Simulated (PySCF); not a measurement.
## BrPtN: from structure and modes to constants

Computed with PBE0/[Pt def2-TZVP with ECP60, N def2-TZVP, Br def2-TZVP], scalar-relativistic core potentials, density fitting, no spin–orbit coupling, PySCF.

The singlet minimum has C∞v symmetry. Masses (u): Pt 194.96477, N 14.00307, Br 78.91834.

```xyz
3
charge 0 multiplicity 1, angstrom
Pt    0.0000    0.0000   -0.5572
N     0.0000    0.0000   -2.2282
Br    0.0000    0.0000    1.7722
```

Harmonic wavenumbers (cm⁻¹): 41.1 (π, ×2), 280.3 (σ+, ×1), 1085.2 (σ+, ×1).

Question: Find the principal moments of inertia and the rotational constants. What kind of rotor is it?

Answer: About the centre of mass I = 377.92 u Å². With B = 16.8576/I this gives 0.04461 cm⁻¹. The molecule is linear.

Question: Give the standard entropy (298.15 K, 1 bar) by its translational, rotational, vibrational and spin parts, and Cp.

Answer: Sackur–Tetrode with M = 287.89 u gives 179.5; rotation with symmetry number 1 gives 78.5; vibration 50.3; spin R ln 1 = 0.0. The total is 308.3 J/(mol K), and Cp = 7/2 R + 25.0 = 54.1 J/(mol K).

Other isomers or separated fragments may lie lower. No spin–orbit coupling is included, which matters more the heavier the element.
